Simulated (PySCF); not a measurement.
Bond stretch in SiH (cation, charge +1), singlet.

Methods: RMP2 = MP2 on RHF/cc-pVDZ, 5 core orbitals frozen (PySCF); UKS-PBE = unrestricted PBE/cc-pVDZ (PySCF); CASSCF(4,5)/cc-pVDZ (PySCF); NEVPT2 = SC-NEVPT2 on CASSCF(4,5)/cc-pVDZ, all electrons correlated (PySCF).

Energies are in kJ/mol, each relative to the lowest point of its own curve near equilibrium.

```csv
R / Å,RMP2,UKS-PBE,"CASSCF(4,5)",NEVPT2
1.20,132.0,147.0,139.9,137.2
1.30,52.5,63.8,58.4,56.5
1.37,21.4,29.5,25.6,24.3
1.44,5.1,9.5,7.4,6.7
1.48,1.0,3.3,2.2,1.8
1.52,0.0,0.0,0.0,0.0
1.58,3.3,0.0,1.5,___
1.62,8.2,___,5.0,5.9
1.68,18.6,9.6,13.3,14.7
1.76,37.0,23.3,28.5,30.5
1.88,70.5,50.1,56.8,59.5
2.04,120.7,91.8,98.5,102.0
2.29,___,159.6,161.1,165.0
2.48,254.5,207.8,200.9,204.5
2.72,313.5,253.4,238.7,241.5
3.01,___,278.5,267.5,269.0
3.31,___,288.8,283.5,284.0
3.71,___,295.0,293.0,292.6
4.13,430.8,298.9,296.5,295.9
4.60,410.1,300.9,297.8,297.0
5.35,352.0,300.9,298.2,297.5
6.02,291.0,299.2,298.3,297.5
```

Task: Complete the blanks.

Result: 
- 1.58, NEVPT2: 2.0
- 1.62, UKS-PBE: 2.6
- 2.29, RMP2: 199.7
- 3.01, RMP2: 367.7
- 3.31, RMP2: 405.3
- 3.71, RMP2: 429.9

The restricted form behind RMP2 keeps the bonding electrons paired and can't separate into open-shell fragments. The T1 diagnostic of CCSD on the restricted reference of RMP2 exceeds 0.045 at 3.31 to 6.02 Å. The unrestricted determinant behind UKS-PBE is spin-contaminated at 2.72 to 6.02 Å (<S²> up to 1.0, against 0.00 for a pure singlet). At the longest distance UKS-PBE leaves fractional charges on the fragments, a sign of delocalisation error or of the restricted form.
